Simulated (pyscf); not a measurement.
Thermochemistry of product channels of H₃C–SnH₃ + germylene (GeH₂) [singlet] on the singlet surface, in kcal/mol, from ωB97M-D3(BJ)/def2-TZVP energies (ideal gas, 1 atm, RRHO with modes under 100 cm⁻¹ raised to 100, one conformer, R ln 2 for chiral ones without a mode under 150 cm⁻¹). Single points on ωB97X-D3(BJ)/def2-SVP structures (PySCF, gas phase).

| products | ΔE | ΔH(298 K) | ΔG(298 K) | ΔG(600 K) |
|---|---|---|---|---|
| H₃C–SnH₂–GeH₃ | ___ | -44.3 | -34.5 | -24.9 |
| H₃C–GeH₂–SnH₃ | ___ | -45.6 | -35.5 | -25.5 |

### Question
Fill in the missing entries.

### Answer

- H₃C–SnH₂–GeH₃, ΔE: -47.4
- H₃C–GeH₂–SnH₃, ΔE: -48.4

These are energies of the channels, which say nothing of barriers. Elements up to Kr have no core potential and no relativistic terms here. Elements past Kr carry the def2 core potentials, without spin-orbit coupling.
